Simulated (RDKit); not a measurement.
Input for RDKit: MMFF94 on CHN (SMILES C#N).

```python
from rdkit import Chem
from rdkit.Chem import AllChem, rdDetermineBonds

blocks = [
'''3

C     0.00000000    0.00000000   -0.02643561
N    -0.00000000   -0.00000000    1.11972982
H    -0.00000000   -0.00000000   -1.09319421
''',
]
mol = None
for b in blocks:
    f = Chem.MolFromXYZBlock(b)
    rdDetermineBonds.DetermineBonds(f, charge=0)
    mol = f if mol is None else Chem.CombineMols(mol, f)
Chem.SanitizeMol(mol)
print(Chem.MolToSmiles(Chem.RemoveHs(mol)))
ff = AllChem.MMFFGetMoleculeForceField(mol, AllChem.MMFFGetMoleculeProperties(mol), nonBondedThresh=100.0, ignoreInterfragInteractions=False)
e = ff.CalcEnergy()
print(f'MMFF94 energy {e:.6f} kcal/mol')
```

Output:

```
C#N
MMFF94 energy 0.236092 kcal/mol
```

The run finished.

Cost: about 0.03 core-seconds (a rough figure).
